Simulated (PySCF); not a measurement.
Acid–base and redox partners of C=[SiH2]. All species are isolated molecules in the gas phase. Strings in code marks are SMILES.

Computed with PySCF with PBE-D3(BJ)/def2-TZVP // B3LYP-D3(BJ)/def2-TZVP. 

```json
[
 {"species": "neutral parent (`[SiH2]=C`)", "dipole moment (D)": "0.61"},
 {"species": "proton added at C1 (`C[SiH2+]`)", "dipole moment (D)": "–"},
 {"species": "H atom removed from C1 (`[CH]=[SiH2]`)", "dipole moment (D)": "(withheld)"},
 {"species": "H atom removed from Si2 (`C=[SiH]`)", "dipole moment (D)": "0.51"}
]
```

Task: Fill in the missing entries.

Result: 
- H atom removed from C1 (`[CH]=[SiH2]`), dipole moment (D): 0.65
